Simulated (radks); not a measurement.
Results of a calculation; reference values are marked as such.
The germanium ion Ge3+, [Ar] 3d10 4s1. Code: a radial shooting solver on a logarithmic mesh with Libxc functionals. Model: non-relativistic Kohn-Sham, exchange-only PBE, spin-polarised, spherical densities, point nucleus. Every spin shell is full or empty, so the densities are truly spherical. Functionals are evaluated on that one density, not self-consistently. Rank these orbital-free kinetic functionals by their error against the exact value of the orbitals, and give that value: Thomas-Fermi, TF + vW, TF + vW/9, LC94, APBEK, revAPBEK, Thakkar, Pearson, LKT, PG1, DePristo-Kress, Ernzerhof.

Answer. Exact: 2073.12 hartree. From best to worst, with 100 (|E| - |E exact|)/|E exact| (equal figures are ties): APBEK +0.03, LC94 -0.05, DePristo-Kress -0.15, revAPBEK +0.26, Ernzerhof -0.43, Thakkar -0.52, TF + vW/9 -0.81, Pearson -1.22, Thomas-Fermi -6.18, PG1 +18.09, LKT +22.84, TF + vW +42.16.
